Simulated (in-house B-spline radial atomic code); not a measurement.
Ionising C2+ with different functionals

Computed with a B-spline radial code for spherical atoms: scalar-relativistic (spin-free X2C) Hamiltonian, Fermi nucleus of rms radius 2.4702 fm, spin-polarised at highest spin, spherical fractional occupations for the functionals, and exact exchange of hybrids averaged over the configuration. The ionisation energy is the difference of two self-consistent energies, [He] 2s2 → [He] 2s1, without Breit or QED terms; ε is the level of the shell that loses the electron (its least bound occupied spin orbital).

```
   method                    rung  ΔSCF (eV)  -ε(2s) (eV)
     PBE0           global hybrid      47.06        42.05
    B3LYP           global hybrid      47.25        41.79
    TPSSh           global hybrid      47.14        41.31
BHandHLYP           global hybrid      47.04        43.63
  r2SCAN0           global hybrid      46.71        42.22
    B97-1           global hybrid      47.22        41.77
    HSE06  range-separated hybrid      47.06        41.63
    wB97X  range-separated hybrid      46.53        44.69
CAM-B3LYP  range-separated hybrid      47.23        43.62
  LC-wPBE  range-separated hybrid      47.23        45.30
```

Task: Among the functionals, which spreads more, the ΔSCF values or the orbital energies?

Result: The orbital energies: ΔSCF values span about 0.72 eV and the orbital energies 3.99 eV; here energy differences depend much less on the functional than eigenvalues do.

Task: How do they compare with the NIST value?

Result: NIST lists 47.888 eV (measured, ground level to ground level). Errors run from -1.36 to -0.64 eV; B3LYP is closest (-0.64 eV), but part of that can be cancellation, since the calculations leave out Breit-QED terms, the near-degeneracy of s² and p².
